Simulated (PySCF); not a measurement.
**Correlation energy of Ni⁺ (nickel, charge +1)**

[Ar] 3d9, 2D determinant. All numbers are calculated (PySCF 2.14, scalar relativity by spin-free X2C-1e, in x2c-TZVPPall with one added diffuse shell each of s, p, d, f type (7s6p5d3f1g, 80 functions)). Frozen: [Ar]; 9 electrons correlated.

| level | correlation energy (mhartree) |
| --- | --- |
| CCSD | -331.65 |
| (T) | -12.63 |
| CCSD(T) | -344.28 |

Diagnostics: T1 = 0.014, D1 = 0.0213, largest double amplitude 0.022.

Cost of the coupled-cluster step: about 17 core-seconds, for 9 correlated electrons.
